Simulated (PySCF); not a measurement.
## Spin-rotation constants: `NC(=O)C/C=C\C=O`, C$_{5}$H$_{7}$NO$_{2}$

Cartesian coordinates in Å; atom numbers follow the order of the lines, from 1:
```xyz
15

N     1.8167   -0.6151    0.3971
C     1.5939    0.6826    0.1537
O     2.2708    1.5908    0.5692
C     0.3475    0.9136   -0.7350
C    -0.8401    0.9776    0.1447
C    -1.6492   -0.0455    0.4727
C    -1.5239   -1.4121    0.0052
O    -0.5409   -1.9251   -0.4915
H     2.5897   -0.8784    0.9858
H     1.1733   -1.3203    0.0583
H     0.4897    1.8628   -1.2509
H     0.2750    0.0910   -1.4459
H    -1.0584    1.9535    0.5604
H    -2.5072    0.1457    1.1015
H    -2.4414   -2.0133    0.1443
```

Level of theory: GIAO PBE/pcSseg-1 magnetisability, rotational g tensor and spin-rotation constants, non-relativistic, gas phase in PySCF. Geometry: GFN2-xTB.

Q: Give the nuclear spin-rotation constants along the inertial axes (H = +C I·J) beside the isotropic shieldings.

A: Rotational constants 3.7828, 1.4996, 1.1956 GHz. A star marks the isotopologue with that one atom substituted, in its own axes.
| atom | isotope | Caa (kHz) | Cbb (kHz) | Ccc (kHz) | mean (kHz) | σ (ppm) |
| --- | --- | --- | --- | --- | --- | --- |
| N1 | 14N | 0.420 | 0.083 | 0.094 | 0.199 | 140.1 |
| H9 | 1H | -0.212 | -0.066 | -0.089 | -0.123 | 27.4 |
| H10 | 1H | 0.230 | -0.107 | -0.118 | 0.002 | 23.8 |
| H11 | 1H | -0.233 | -0.075 | -0.069 | -0.126 | 28.5 |
| H12 | 1H | -0.219 | -0.081 | -0.046 | -0.115 | 27.3 |
| H13 | 1H | -0.306 | 0.098 | -0.107 | -0.105 | 24.7 |
| H14 | 1H | -0.239 | -0.019 | -0.044 | -0.101 | 25.2 |
| H15 | 1H | 0.399 | -0.113 | -0.088 | 0.066 | 21.5 |
| C2 | 13C* | 1.280 | 0.648 | 0.393 | 0.773 | 20.0 |
| O3 | 17O* | -2.059 | -0.692 | -0.254 | -1.002 | -100.4 |
| C4 | 13C* | 0.807 | 0.315 | 0.192 | 0.438 | 133.8 |
| C5 | 13C* | 1.369 | 0.662 | 0.334 | 0.788 | 24.0 |
| C6 | 13C* | 1.085 | 0.586 | 0.335 | 0.669 | 51.4 |
| C7 | 13C* | 1.998 | 0.667 | 0.321 | 0.995 | -12.1 |
| O8 | 17O* | -2.473 | -1.376 | -0.177 | -1.342 | -305.2 |

For the geometry as given, no vibrational averaging.

Q: How do the rotational constants and the g tensor change when H9, H10, H11, H12, H13, H14, H15 are replaced by deuterium?

A: Constants 3.2110, 1.3913, 1.1013 GHz; g -0.0478, -0.0290, -0.0126, against -0.0557, -0.0313, -0.0137 before.
